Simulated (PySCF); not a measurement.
# Xe²⁺ (xenon, charge +2) across methods

[Kr] 4d10 5s2 5p4, high-spin 3P determinant. Calculation: PySCF 2.14, in x2c-TZVPPall with one added diffuse shell each of s, p, d, f type (9s7p5d3f, 76 functions); the spin-free X2C one-electron Hamiltonian (Gaussian nucleus).

```
method  E (hartree)  mean ε 5s β (eV)  mean ε 5p α (eV)  mean ε 5p β (eV)  Σ⟨r²⟩ (bohr²)   ⟨S²⟩
 B3LYP     -7445.29           -39.665           -28.416           -26.824          43.08  2.002
   LDA     -7438.51           -38.705           -27.429           -25.887          42.95  2.001
r2SCAN     -7445.22           -38.341           -27.818           -26.008          43.01  2.004
   UHF  -7442.30494           -43.058           -32.331           -29.996          43.40  2.008
   PBE     -7444.77           -38.238           -27.334           -25.701          42.99  2.002
M06-2X     -7445.87           -40.603           -30.200           -28.307          42.94  2.005
 B97-3     -7444.81           -39.770           -28.774           -27.038          42.96  2.003
  MN15     -7450.20           -40.549           -29.635           -27.831          42.72  2.003
```

Problem. Estimate the same row for PBE0.

Solution. E (hartree) = -7444.86; mean ε 5s β (eV) = -39.778; mean ε 5p α (eV) = -28.825; mean ε 5p β (eV) = -27.048; Σ⟨r²⟩ (bohr²) = 42.98; ⟨S²⟩ = 2.003.
